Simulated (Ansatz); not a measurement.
Frontier orbitals of C$_{5}$H$_{8}$OS (`O=C1CCSCC1`).

Charge 0, multiplicity 1. Geometry: relaxed with PBE0-D4/def2-TZVP. It is a higher conformer; a search finds a lower one. Basis def2-TZVPP, Ansatz.

| functional | HOMO (eV) | LUMO (eV) |
| --- | --- | --- |
| ωB97M-V | -8.78 | 1.62 |

Problem. Give HOMO and LUMO (eV) with LDA (SPW92), PBE, revPBE, BLYP, r2SCAN, B97M-V, PBE0, B3LYP, r2SCANh, r2SCAN0, HSE06 (plane-wave form), BHLYP, CAM-B3LYP, LC-ωPBE, ωB97X-V, HF. (Estimate.)

Solution. Computed: 
```
             functional   HOMO   LUMO
            LDA (SPW92)  -5.40  -2.02
                    PBE  -5.30  -1.78
                 revPBE  -5.25  -1.69
                   BLYP  -5.17  -1.65
                 r2SCAN  -5.54  -1.54
                 B97M-V  -5.65  -1.43
                   PBE0  -6.54  -0.63
                  B3LYP  -6.32  -0.90
                r2SCANh  -6.00  -1.12
                r2SCAN0  -6.70  -0.49
HSE06 (plane-wave form)  -6.14  -1.02
                  BHLYP  -7.68   0.62
              CAM-B3LYP  -7.91   0.59
                LC-ωPBE  -9.29   1.84
                ωB97X-V  -8.94   1.73
                     HF  -9.44   3.35
```

B3LYP here is the variant with VWN-RPA as its local correlation; programs differ in this. LC-ωPBE has ω = 0.4 bohr⁻¹. Positive LUMOs are unbound and depend on the basis.
